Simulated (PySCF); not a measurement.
A structure optimised at B3LYP-D3(BJ)/def2-SVP, used in a PySCF frequency run:

```
Si
H 1 1.4948
H 1 1.4951 2 108.40
Si 1 2.3537 2 110.89 3 -119.43
H 4 1.4948 1 110.89 2 54.07
H 4 1.4951 5 108.40 1 119.43
Si 4 2.3537 5 110.89 6 119.43
H 7 1.4948 4 110.89 5 -54.07
H 7 1.4951 8 108.40 4 -119.43
Si 1 2.3537 2 110.89 3 119.43
H 10 1.4948 1 110.89 2 -54.07
H 10 1.4951 11 108.40 1 -119.43
Si 10 2.3537 11 110.89 12 -119.43
H 13 1.4948 10 110.89 11 54.07
H 13 1.4951 14 108.40 10 119.43
Si 7 2.3537 8 110.89 9 -119.43
H 16 1.4948 7 110.89 8 54.07
H 16 1.4951 17 108.40 7 119.43
```
Charge 0, spin multiplicity 1.

**Question.** Write its SMILES, formula and point group.

**Answer.** [SiH2]1[SiH2][SiH2][SiH2][SiH2][SiH2]1, H₁₂Si₆, D3d

**Question.** What are its rotational constants (standard atomic weights)?

**Answer.** 0.98058, 0.98058, 0.54195 GHz
